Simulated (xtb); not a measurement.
AgCl, charge +1, quartet, geometry from GFN2-xTB of the parent state (such geometries of metal compounds can be far from the true shape) (a state made from the parent by changing its charge; the spin is typed, not shown lowest); GFN1-xTB run with xtb 6.7.1.

The xtb input:
```
$ xtb mol.xyz --gfn 1 --chrg 1 --uhf 3 --json

# file mol.xyz
2

Ag    -0.00000000    -0.00000000    -0.58724977
Cl     0.00000000     0.00000000     1.62357288
```

The log (banner, timings and long lists left out):

```
   ID    Z sym.   atoms
    1   47 Ag     1
    2   17 Cl     2

           -------------------------------------------------
          |                Calculation Setup                |
           -------------------------------------------------

           -------------------------------------------------
          |                 G F N 1 - x T B                 |
           -------------------------------------------------

          ...................................................
          :                      SETUP                      :
          :.................................................:
          :  # basis functions                  20          :
          :  # atomic orbitals                  18          :
          :  # shells                            6          :
          :  # electrons                        17          :
          :  # halogen bonds                     0          :
          :  max. iterations                   250          :
          :  Hamiltonian                  GFN1-xTB          :
          :  restarted?                      false          :
          :  GBSA solvation                  false          :
          :  PC potential                    false          :
          :  electronic temp.          300.0000000     K    :
          :  accuracy                    1.0000000          :
          :  -> integral cutoff          0.2500000E+02      :
          :  -> integral neglect         0.1000000E-07      :
          :  -> SCF convergence          0.1000000E-05 Eh   :
          :  -> wf. convergence          0.2000000E-04 e    :
          :  Broyden damping             0.4000000          :
          :  net charge                          1          :
          :  unpaired electrons                  3          :
          ...................................................

 iter      E             dE          RMSdq      gap      omega  full diag
   1     -7.4245494 -0.742455E+01  0.876E+00    3.07       0.0  T
   2     -7.4241789  0.370547E-03  0.469E+00    3.07       1.0  T
   3     -7.4099862  0.141927E-01  0.391E+00    3.13       1.0  T
   4     -7.4253806 -0.153943E-01  0.397E-02    3.11       1.8  T
   5     -7.4253837 -0.309950E-05  0.334E-02    3.11       2.1  T
   6     -7.4253841 -0.432405E-06  0.134E-02    3.11       5.3  T
   7     -7.4253843 -0.212013E-06  0.374E-05    3.11    1891.5  T
   8     -7.4253843  0.563460E-11  0.711E-05    3.11     994.1  T

   *** convergence criteria satisfied after 8 iterations ***

         :::::::::::::::::::::::::::::::::::::::::::::::::::::
         ::                     SUMMARY                     ::
         :::::::::::::::::::::::::::::::::::::::::::::::::::::
         :: total energy              -7.420500668841 Eh    ::
         :: gradient norm              0.015656554932 Eh/a0 ::
         :: HOMO-LUMO gap              3.107184000550 eV    ::
         ::.................................................::
         :: SCC energy                -7.425384327100 Eh    ::
         :: -> electrostatic           0.181550481880 Eh    ::
         :: repulsion energy           0.005282479558 Eh    ::
         :: dispersion energy         -0.000398821299 Eh    ::
         :: halogen bond corr.         0.000000000000 Eh    ::
         :: add. restraining           0.000000000000 Eh    ::
         :: total charge               1.000000000000 e     ::
         :::::::::::::::::::::::::::::::::::::::::::::::::::::

           -------------------------------------------------
          |                Property Printout                |
           -------------------------------------------------

    * Orbital Energies and Occupations

         #    Occupation            Energy/Eh            Energy/eV
      -------------------------------------------------------------
         1        2.0000           -1.1776213             -32.0447
         2        2.0000           -0.7551621             -20.5490
         3        2.0000           -0.7327975             -19.9404
         4        2.0000           -0.7327975             -19.9404
         5        2.0000           -0.7133714             -19.4118
         6        2.0000           -0.7133714             -19.4118
         7        1.5000           -0.6891777             -18.7535
         8        1.5000           -0.6891777             -18.7535
         9        1.0000           -0.6731298             -18.3168
        10        1.0000           -0.5692466             -15.4900 (HOMO)
        11                         -0.4550597             -12.3828 (LUMO)
        12                         -0.4550597             -12.3828
        13                         -0.3152743              -8.5791
        14                         -0.3147400              -8.5645
        15                         -0.3147400              -8.5645
        16                         -0.2985567              -8.1241
        17                         -0.2985567              -8.1241
        18                         -0.1346734              -3.6646
      -------------------------------------------------------------
                  HL-Gap            0.1141869 Eh            3.1072 eV
             Fermi-level           -0.6006654 Eh          -16.3449 eV

  Mulliken/CM5 charges         n(s)   n(p)   n(d)
     1Ag    0.72544  0.78966   0.924  0.413  8.938
     2Cl    0.27456  0.21034   1.961  4.757  0.007

Wiberg/Mayer (AO) data.
largest (>0.10) Wiberg bond orders for each atom

 ---------------------------------------------------------------------------
     #   Z sym  total        # sym  WBO       # sym  WBO       # sym  WBO
 ---------------------------------------------------------------------------
     1  47 Ag   1.251 --     2 Cl   1.251
     2  17 Cl   1.251 --     1 Ag   1.251
 ---------------------------------------------------------------------------

Topologies differ in total number of bonds
Writing topology from bond orders to xtbtopo.mol

 dipole moment from electron density (au)
     X       Y       Z
   0.0000  -0.0000   0.5268  total (Debye):    1.339

           -------------------------------------------------
          | TOTAL ENERGY               -7.420500668841 Eh   |
          | GRADIENT NORM               0.015656554932 Eh/α |
          | HOMO-LUMO GAP               3.107184000550 eV   |
           -------------------------------------------------

normal termination of xtb
```
